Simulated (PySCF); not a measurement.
**A small calculation by hand: oscillator strength and radiative lifetime**

C4H6BFO, SMILES B1(CO/C1=C\F)C.

Geometry: B3LYP-D3(BJ)/def2-SVP. The structure was generated by enumeration; whether it is a known compound was not checked.

TDDFT-LC-ωPBE/def2-SVPD (PySCF 2.14.0) puts the first singlet state with f over 0.02 at 4.77 eV (vertical), with the transition dipole (-1.210, 0.305, -0.018) in atomic units.

### Question
Find the oscillator strength, the wavelength and the radiative lifetime that this transition would have in vacuum if emission retraced absorption.

### Answer

|μ|² = 1.5574 au, so |μ| = 3.17 D. ΔE = 4.77/27.211 = 0.1753 hartree. f = (2/3) ΔE |μ|² = 0.182 (the program prints 0.182).
λ = 1239.84/4.77 = 260 nm; ν = 38473 cm⁻¹.
Einstein's coefficient A = 0.6670 ν² f s⁻¹ (ν in cm⁻¹) = 1.8e8 s⁻¹, so τ = 1/A = 5.6 ns. This state is S1. The figure is the radiative limit of this one transition; relaxation, internal conversion, crossing to triplets and a medium change what is measured.
